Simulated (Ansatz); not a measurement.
A nudged elastic band was laid between two geometries of ClGaH2 (4 atoms, charge 0, multiplicity 1).

Computed with Ansatz 0.2.0, RKS PBE-D4/def2-SVP.

```yaml
movable_images: 5
climbing_image: yes
spring: 5.0 eV/Å²
optimiser: quadratic models (default)
start_path: through a guess of the saddle point
force_threshold: 0.05 eV/Å
iteration_limit: 60
end_points: relaxed
```

Initial state:

```xyz
4
Properties=species:S:1:pos:R:3
Ga 0.454 0.000 0.074
Cl 0.821 0.000 2.214
H 1.743 0.000 -0.820
H -1.060 0.000 -0.337
```

Final state:

```xyz
4
Properties=species:S:1:pos:R:3
Ga 0.087 0.000 -0.864
Cl 1.572 0.000 1.857
H 1.824 0.000 0.542
H -1.525 0.000 -0.404
```

What changes between the two ends?

Bonds broken: Ga1–Cl2, Ga1–H3. Bonds formed: Cl2–H3. ClGaH2 becomes ClH + GaH.

What energy profile does the band end with?

The forces met the threshold. The highest image is number 4 of 0 to 6, 196.9 kJ/mol above the first end and 19.6 kJ/mol above the last; the last end lies 177.3 kJ/mol above the first. A vibrational analysis at the climbing image gives one clearly imaginary mode, 713i cm⁻¹: a first-order saddle point. The orbitals stay closed-shell, which can raise the energy where a bond breaks towards radicals; this wasn't checked here.

| image | path coordinate (Å) | energy (kJ/mol) | Ga1–Cl2 (Å) | Ga1–H3 (Å) | Cl2–H3 (Å) |
| --- | --- | --- | --- | --- | --- |
| 0 | 0.00 | 0.0 | 2.17 | 1.57 | 3.17 |
| 1 | 0.36 | 18.4 | 2.18 | 1.55 | 2.79 |
| 2 | 0.72 | 78.3 | 2.24 | 1.54 | 2.39 |
| 3 | 1.09 | 160.9 | 2.40 | 1.56 | 2.02 |
| 4 | 1.45 | 196.9 | 2.60 | 1.68 | 1.66 |
| 5 | 1.77 | 182.8 | 2.82 | 1.96 | 1.40 |
| 6 | 2.09 | 177.3 | 3.10 | 2.23 | 1.34 |

What is the geometry of the highest image?


```xyz
4
Properties=species:S:1:pos:R:3
Ga 0.250 0.000 -0.564
Cl 1.304 0.000 1.810
H 1.745 0.000 0.205
H -1.341 0.000 -0.320
```

What are the harmonic wavenumbers there?

713i, 274, 523, 530, 1484, 1787 cm⁻¹.

Time of the run: 22 s on 1 thread of AMD EPYC 9R45 96-Core Processor (Zen 5), on a shared host, peak memory 0.13 GiB.
